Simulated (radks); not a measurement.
Values are calculated unless marked as measured or tabulated.
Spin polarisation of the 5d4 shell in W+. Start: [Xe] 4f14 5d(up 2, down 2) 6s(up 0.5, down 0.5); electrons of 5d are moved from spin down to spin up, other shells keep equal spins. Level of theory: scalar-relativistic Kohn-Sham, PBE, spin-polarised, spherical densities, point nucleus (a radial shooting solver on a logarithmic mesh with Libxc functionals).

moment (Bohr magnetons)  E - E(0) (eV)  e(5d up) (eV)  e(5d down) (eV)  6s down minus up (eV)  4f down minus up (eV)
0                                0.000        -11.728          -11.728                 0.000                 0.000
1                               -0.160        -12.027          -11.384                  0.447                  0.090
2                               -0.643        -12.283          -10.996                  0.899                  0.180
3                               -1.448        -12.496          -10.562                  1.355                  0.270
4                               -2.575        -12.662          -10.088                  1.808                  0.361

At moment 4 the spin-polarisation energy is -2.575 eV and the 5d exchange splitting 2.574 eV, that is 0.643 eV per Bohr magneton; E = -I m^2/4 would give I = 0.644 eV.
